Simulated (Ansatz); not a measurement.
One geometry of the cluster Au4O2⁻, several levels of theory.

```yaml
crystal:
  periodic: [false, false, false]
  atoms:
    - {symbol: Au, position_ang: [1.988240, -0.789018, -0.030061]}
    - {symbol: Au, position_ang: [4.221511, 0.403661, -0.012739]}
    - {symbol: Au, position_ang: [-1.233411, -0.602039, -0.011422]}
    - {symbol: Au, position_ang: [-2.379661, 2.342721, 0.077808]}
    - {symbol: O, position_ang: [-2.857443, 0.454382, 0.026874]}
    - {symbol: O, position_ang: [0.260774, -1.809717, -0.050450]}
basis:
  gaussian: {orbitals: def2-TZVPD, initial_orbitals: start.molden}
total_charge: -1
magnetization: {spin_polarized: true, initial_magnetization: 1}
hamiltonian: {xc: pbe}
correlation: {method: rpa}
scf: {omitted_lower_state_checks: [starts]}
```

The file start.molden holds the orbitals of an earlier run on this structure, at another level or in another basis.

```sh
$ ansatz run in.yaml --threads 4 --pin off --events-out ev --progress --plain --max-ram 4787MiB
```

It prints (some lines left out):

```
Functional definition: PBE
1998 factors; integrals over basis functions are off by at most 8.0e-4 eV
mean field evaluation 1: about -18873.1641 eV, gradient 8.7e0 eV
mean field evaluation 2: about -18873.5682 eV, gradient 7.1e-1 eV
mean field evaluation 4: about -18873.5896 eV, gradient 9.4e-2 eV
mean field evaluation 8: about -18873.5897 eV, gradient 2.6e-6 eV
mean field -18873.58969441 eV, -693.5916282911 hartree, gradient 3.9e-6 eV, S^2 0.755606; 0 other end points of the search recorded, 0 dependent functions left out
2 core orbitals not correlated: weight in the atoms' cores, before any rotation towards them, 1.000 or more for the frozen orbitals, at most 0.000 for the correlated occupied ones
reference -18741.56870239 eV, -688.7399463213 hartree; 45, 44 occupied and 205, 206 virtual orbitals, 1998 factors
Total energy: -18825.46311292 eV, -691.8230090427 hartree
Checks for a lower state left out: starts
```

Hardware: 4 threads of Arm Neoverse V1 on a shared host. Wall time 30 s, peak host memory 1.1 GiB.

The first input with `hamiltonian: {xc: pbe0, dispersion: d4}`, `output: {orbitals: {seedname: orbitals}}` and without the key `correlation` (abridged; 25 s):

```
Functional definition: PBE0
mean field -18866.97562850 eV, -693.3485658521 hartree, gradient 1.7e-5 eV, S^2 0.763625
Total energy: -18867.21569437 eV, -693.3573881099 hartree
Checks for a lower state left out: starts
```

The first input with `hamiltonian: {xc: pbe, dispersion: d4}`, `output: {forces: true, orbitals: {seedname: orbitals}}` and without the key `correlation` (abridged; 12 s):

```
Functional definition: PBE
mean field -18873.58974196 eV, -693.5916300386 hartree, gradient 2.4e-5 eV, S^2 0.755606
Total energy: -18873.86521592 eV, -693.6017535198 hartree
Atom 0 force    -0.155696    -0.031980    -0.003110 eV/Å
Atom 1 force     0.119408     0.046617     0.001788 eV/Å
Atom 2 force     0.019437     0.075103     0.006756 eV/Å
Atom 3 force     0.048551     0.287141     0.007819 eV/Å
Atom 4 force    -0.035456    -0.317868    -0.011097 eV/Å
Atom 5 force     0.003755    -0.059013    -0.002156 eV/Å
Dipole moment:     0.015889     0.566627     0.015555 e Å
Checks for a lower state left out: starts
```

As the first input, with `hamiltonian: {xc: {name: B3LYP}, dispersion: d4}`, `output: {orbitals: {seedname: orbitals}}` and without the key `correlation` (abridged; 28 s):

```
Functional definition: B3LYP
mean field -18877.52464288 eV, -693.7362349802 hartree, gradient 2.8e-5 eV, S^2 0.761992
Total energy: -18877.97996044 eV, -693.7529675917 hartree
Checks for a lower state left out: starts
```

As the first input, with `hamiltonian: {xc: r2scan, dispersion: d4}`, `output: {orbitals: {seedname: orbitals}}` and without the key `correlation` (abridged; 26 s):

```
Functional definition: r2SCAN
mean field -18877.28472879 eV, -693.7274182999 hartree, gradient 2.6e-5 eV, S^2 0.762186
Total energy: -18877.34835916 eV, -693.7297566730 hartree
Checks for a lower state left out: starts
```

As the first input, with `hamiltonian: {xc: {name: wB97X-V}}`, `output: {orbitals: {seedname: orbitals}}` and without the key `correlation` (abridged; 58 s):

```
Functional definition: wB97X-V
the host lacks memory for fits, so the integrals are decomposed
mean field -18865.94557959 eV, -693.3107122526 hartree, gradient 1.7e-5 eV, S^2 0.762593
Total energy: -18865.94557714 eV, -693.3107121628 hartree
Checks for a lower state left out: starts
```

As the first input, with `correlation: {method: mp2}`, `output: {orbitals: {seedname: orbitals}}` and without the key `hamiltonian` (abridged; 28 s):

```
Functional definition: HF
mean field -18747.31890077 eV, -688.9512622141 hartree, gradient 2.3e-6 eV, S^2 1.371138
2 core orbitals not correlated: weight in the atoms' cores, before any rotation towards them, 1.000 or more for the frozen orbitals, at most 0.000 for the correlated occupied ones
second order -61.04062878 eV of doubles, -0.00000000 eV of singles
Total energy: -18808.35952955 eV, -691.1944639468 hartree
Checks for a lower state left out: starts
```

Geometry: r2SCAN-D4/def2-SVPD.

In the def2 sets Au takes a core potential; there is no spin–orbit coupling. B3LYP takes the VWN-RPA correlation. Correlated methods freeze 2 core orbitals; core or outer-core shells of Au are correlated, in sets that lack core-valence functions. At MP2/def2-TZVPD the charge -1 doublet is spin-contaminated (final ⟨S²⟩ up to 1.37, 0.75 for a pure state). Another isomer (doublet) lies 0.53 eV lower at PBE0-D4/def2-TZVPD; other spin states weren't run for this one.
